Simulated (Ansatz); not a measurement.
Reaction (ligand exchange at the Si–S bond): `CO[SiH2][S][GeH3]` + `O[SiH](O)F` → `CO[SiH2]O[SiH](O)F` + `[SH][GeH3]`

Program: Ansatz. Geometries: PBE0-D4/def2-TZVP. ΔE: electronic, gas phase. CCSD(T)/CBS is the MP2 limit (def2-TZVPP, def2-QZVPP) plus CCSD(T) − MP2 in def2-TZVPP, frozen cores. This one scheme is used for every species. DFT in def2-TZVPP. For Ge outer-core shells are correlated without core-valence functions, which leaves a few kJ/mol of doubt a bond. Scalar relativity is left out up to krypton. Each species was taken in one conformer, which may not be the lowest.

| level | ΔE (kJ/mol) |
| --- | --- |
| ωB97X-V | -60.1 |
| PBE0 | -51.1 |

Problem. What does CCSD(T)/CBS give? (Estimate.)

Solution. Computed: -59.1 kJ/mol. The listed levels differ from it by -1.0, 8.0 kJ/mol.

Largest T1 diagnostic among the species: 0.012.

From PBE to PBE0 (25 % exact exchange), in def2-TZVPP and without D4, ΔE moves by −4.5 kJ/mol. In def2-TZVPP, CCSD(T) changes the Hartree–Fock value by +17.2 kJ/mol (the triples alone add +3.6 kJ/mol) and MP2 by +22.9 kJ/mol.
